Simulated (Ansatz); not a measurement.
Reaction (redistribution): `[OH][GeH2][SnH3]` + `N=CBN` → `[GeH3][SnH3]` + `N=C(O)BN`

Calculated with Ansatz (gas phase, PBE0-D4/def2-TZVP geometries, no zero-point term in ΔE). CCSD(T)/CBS is the MP2 limit (def2-TZVPP, def2-QZVPP) plus CCSD(T) − MP2 in def2-TZVPP, frozen cores. DFT in def2-TZVPP. B3LYP here is the variant with VWN-RPA as its local correlation; programs differ in this. Elements past krypton have def2 core potentials. For Ge, Sn outer-core shells are correlated without core-valence functions, which leaves a few kJ/mol of doubt a bond. Scalar relativity is left out up to krypton. Each species was taken in one conformer, which may not be the lowest.

CCSD(T)/CBS gives +1.3 kJ/mol.

(1) Another level gave -4.2 kJ/mol. Which?
A. SCS-MP2/def2-TZVPP
B. LDA (SPW92)/def2-TZVPP
C. PBE0-D4/def2-TZVPP
D. B3LYP-D4/def2-TZVPP

Largest T1 diagnostic among the species: 0.014.

Results:

(1) D. B3LYP-D4 -4.2, PBE0-D4 -13.6, LDA (SPW92) -37.5, SCS-MP2/def2-TZVPP 6.9 kJ/mol.

Leaving LDA and LC-ωPBE aside and taking each functional with its dispersion term where it has one, the values, not all of them listed here, spread over 13.8 kJ/mol, from PBE-D4 to B2PLYP. LDA lies −23.9 kJ/mol from PBE without D4. In def2-TZVPP, CCSD(T) changes the Hartree–Fock value by −4.6 kJ/mol (the triples alone add −1.7 kJ/mol) and MP2 by −3.6 kJ/mol.
